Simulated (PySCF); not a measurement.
Compound: C₇H₁₀O (charge +1 and doublet state).
SMILES with atom numbers: `[CH2:1]=[C:2]1[C:3]([CH2+:4])[CH2:5][C@H:6]1[CH2:7][OH:8]` (hydrogens: H9, H10 on C1; H11, H12 on C4; H13, H14 on C5; H15 on C6; H16, H17 on C7; H18 on O8)

Cartesian coordinates in Å at the GFN2-xTB level; atoms count from 1:
```
atom  x, y, z in Å
C1     0.259    1.912    0.401
C2     0.345    0.742   -0.246
C3     1.393   -0.238   -0.494
C4     2.699   -0.277   -0.191
C5     0.443   -1.160   -1.197
C6    -0.676   -0.142   -0.910
C7    -1.774   -0.600    0.106
O8    -2.612    0.432    0.458
H9    -0.706    2.327    0.657
H10    1.131    2.474    0.697
H11    3.179    0.513    0.363
H12    3.325   -1.082   -0.543
H13    0.654   -1.312   -2.256
H14    0.335   -2.141   -0.735
H15   -1.166    0.284   -1.787
H16   -2.307   -1.431   -0.377
H17   -1.296   -0.950    1.025
H18   -3.235    0.656   -0.248
```

The hyperfine couplings belong to this conformer and change with its torsions.

Method used: PySCF, UKS B3LYP, pcH-1 on C H O, non-relativistic, mean-field spin-orbit, GIAO. Isolated species at its GFN2-xTB geometry (one conformer only). Couplings are sensitive to structure, and on GFN2-xTB geometries they can be far from those on DFT ones, by a factor of two or more for some ions and for spin on atoms past the first row. The frame is twisted about the C1–C2 bond at this geometry (dihedral H9–C1–C2–C6 = 9°); couplings at other torsion angles weren't computed. The SCF solution wasn't tested for stability.

Q: Give the principal g shifts and their parts.

A: 
```tsv
Δg (ppm)	1	2	3
relativistic mass correction	-152	-152	-152
gauge correction	4	35	30
orbital Zeeman/spin–orbit	162	1062	1520
total	14	945	1398
```

So g = 2.00233, 2.00326, 2.00372 and g_iso = 2.00311; the tensor is rhombic: the two nearest values differ by 33 % of g3 − g1. Axes: g2 points within 10° of the C1–C2 bond.

Q: How much does each term add to the isotropic shift?

A: The orbital-Zeeman/spin–orbit term 915, the mass correction -152 and the gauge correction 23 ppm, for a total of 786 ppm. The orbital-Zeeman/spin–orbit term is the largest in size. The mass correction is the same along every axis, so the anisotropy comes from the other two: their spans along these axes are 31 (gauge) and 1357 ppm (orbital Zeeman/spin–orbit).

Q: What effective moment and Curie constant follow for a powder?

A: With the mean of g² = 4.0124 and S(S+1) = 0.75: μ_eff = √(⟨g²⟩S(S+1)) = 1.735 μB and χT = 0.12505·⟨g²⟩·S(S+1) = 0.376 cm³ K/mol (cgs; spin-Hamiltonian part alone).

Q: In a frozen sample, at which fields do the three g values resonate at 9.5, 34, 94 and 263 GHz (hyperfine left aside), and which band first spreads them over more than twice a line width of 0.3 mT?

A: 
```
band    GHz  B(g3) mT  B(g2) mT  B(g1) mT  spread mT
   X    9.5    338.75    338.82    338.98       0.23
   Q   34.0   1212.36   1212.63   1213.20       0.84
   W   94.0   3351.81   3352.57   3354.13       2.32
   J  263.0   9377.95   9380.07   9384.43       6.48
```

The spread grows in proportion to the frequency. Q band is the first where it exceeds 0.6 mT.

Largest spin populations (Mulliken): C1 (+0.49) and C4 (+0.37).

The HOMO–LUMO gaps are 4.73 eV among the α and 1.78 eV among the β orbitals.

The SMILES draws the unpaired electron on C3; the largest computed Mulliken spin population is on C1 (0.49 against 0.02).
